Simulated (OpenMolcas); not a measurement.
# As2+: effect of the basis set

| Item | Value |
| --- | --- |
| Program | OpenMolcas 26.06 |
| Method | SS-RASPT2, IPEA 0.25 Eh, imaginary shift 0.1 Eh (closed shells correlated: 3d 4s) |
| Active space | 1 electron in 9 orbitals (RAS2 4p; RAS3 4d 5s, at most 1 electron) |
| State averaging | 2S+1 = 2 odd, 3 roots; 2S+1 = 2 even, 6 roots |
| Spin-orbit coupling | RASSI with atomic mean-field integrals over the reference wave functions, term energies averaged over their components |

A. ANO-RCC-VQZP [7s6p4d2f1g], DKH2, point nucleus; CASPT2 step of the order of 1.9 core-seconds
B. ANO-R3 [7s6p5d3f2g], X2C, finite nucleus; CASPT2 step of the order of 6 core-seconds
C. ANO-RCC [9s8p6d4f2g], DKH2, point nucleus; CASPT2 step roughly 13 core-seconds

Energies in cm-1 above 4s2 4p 2P* 1/2, the measured ground level; measured values from Moore, Atomic Energy Levels, vol. II, NSRDS-NBS 35 (1971 reprint of NBS Circular 467, 1952).

```csv
Level,A,B,C,Measured
4s2 4p 2P* 1/2,0.0,0.0,0.0,0.0
4s2 4p 2P* 3/2,2590,2640,2640,2940
4s2 5s 2S 1/2,106460,108780,106850,106694
4s2 4d 2D 3/2,109300,117740,109720,117651
4s2 4d 2D 5/2,109450,117960,109860,
```

Deviations, from unrounded energies. A percentage is the sum of absolute deviations over the sum of measured energies, with the sign that they share, or ± where signs differ.

```json
{"Against measurement": "mean absolute deviation (cm-1)", "Levels": "3", "A": "3000", "B": "820", "C": "2800"}
{"Against measurement": "fine structure of the ground term (%)", "Levels": "1", "A": "-11.8", "B": "-10.3", "C": "-10.1"}
{"Against measurement": "other configurations (%)", "Levels": "2", "A": "-3.8", "B": "+1.0", "C": "±3.6"}
```

B lies closest to measurement on these levels and A furthest from it. The largest miss of B in the table is 4s2 5s 2S 1/2, by +2100 cm-1. The ranking rests on the paired levels alone, and a cruder setting can come out closer through cancelling errors.

Among A to C the level of the table that moves most is 4s2 4d 2D 5/2, by 8500 cm-1 (lowest in A, highest in B). Moves below CASPT2's spread within the term are not significant.

Term energies are means over components that CASPT2 splits; among the terms shown or strongly mixed into the levels shown the widest spread is 630 cm-1 (4s2 4d 2D, B). ANO sets are built for valence states and can reach diffuse excited orbitals poorly, and with the s shell closed the s pⁿ⁺¹ terms that mix with these levels are absent. With one active electron, CASPT2 adds the correlation within the correlated inactive shells and between them and that electron, and leaves the splitting within a term as the reference gives it. Computed and measured levels are paired by configuration, term and J; levels that our copy of the source lacks, or whose pairing is in doubt (as where it misses far off the trend of its configuration), stay unpaired and out of the deviations. Only configurations of the active space appear.

* marks odd parity.
